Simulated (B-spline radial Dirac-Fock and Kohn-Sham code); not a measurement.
Subshell cross sections of Cl³⁺, photon energy 300 eV

System: chlorine as Cl³⁺, [Ne] 3s2 3p2.

Input file task.json (cfg lists n, l and occupation; rrms is the nuclear radius in fm):

```json
{"items": [{
  "Z": 17,
  "q": 3,
  "cfg": [[1, 0, 2], [2, 0, 2], [2, 1, 6], [3, 0, 2], [3, 1, 2]],
  "A": 35,
  "rrms": 3.3654,
  "do": ["binding", "quiet", "photo", "scan"],
  "hv": [123.0, 200, 300, 400, 774.0, 800, 1253.6, 1280.0, 3290.0, 8240.0, 9251.7, 9700.0, 17479.3, 40000, 82600.0, 130000.0]
}]}
```

Run with: `python xray_run.py task.json out`

Calculated with a B-spline atomic structure program, using Dirac-Hartree-Slater photoionisation with all multipoles and Dirac-Fock thresholds. The asymmetry parameter β is from the dipole term alone. Kinetic energies are from the vacuum level. Open shells are spread statistically over j, without multiplet splitting.

The last column is dσ/dΩ = σ/(4π) · [1 − (β/2) P₂(cos θ)] at θ = 90° from the beam of unpolarised light.

| subshell | electrons | binding (eV) | kinetic (eV) | σ (kb) | β | dσ/dΩ (kb/sr) |
| --- | --- | --- | --- | --- | --- | --- |
| 2p1/2 | 2 | 258.6 | 41.39 | 798 | 1.20 | 82.5 |
| 2p3/2 | 4 | 257.0 | 42.97 | 1590 | 1.21 | 165 |
| 3s | 2 | 65.14 | 234.9 | 66.6 | 2.00 | 7.94 |
| 3p1/2 | 0.67 | 51.56 | 248.4 | 23.8 | 1.62 | 2.66 |
| 3p3/2 | 1.33 | 51.38 | 248.6 | 47.4 | 1.62 | 5.30 |

Branching ratios of the spin-orbit partners (statistical value in brackets): 2p 1.99 (2.00), 3p 1.99 (2.00).
